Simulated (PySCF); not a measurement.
# Correlation energy of Zn⁺ (zinc, charge +1)

[Ar] 3d10 4s1, 2S determinant. Calculation: PySCF 2.14, in def2-SVP (5s3p2d1f, 31 functions); no relativity, point nucleus. Frozen: [Ar]; 11 electrons correlated.

MP2 pair energies summed by pair of shells (mhartree):

| pair | energy | share (%) |
| --- | --- | --- |
| 3d-3d | -250.61 | 96.9 |
| 3d-4s | -8.07 | 3.1 |

Total MP2 correlation energy: -258.68 mhartree.

Same-spin part -99.33 and opposite-spin part -159.36 mhartree; SCS-MP2 scales them by 1/3 and 6/5 to -224.34 mhartree.

```json
{"level": "CCSD", "correlation energy (mhartree)": "-239.12"}
{"level": "(T)", "correlation energy (mhartree)": "-6.13"}
{"level": "CCSD(T)", "correlation energy (mhartree)": "-245.25"}
```

Diagnostics: T1 = 0.0065, D1 = 0.0101, largest double amplitude 0.029.

Cost of the coupled-cluster step: 0.48 s of wall time on 1 thread of Neoverse-N1 (shared host), for 11 correlated electrons.
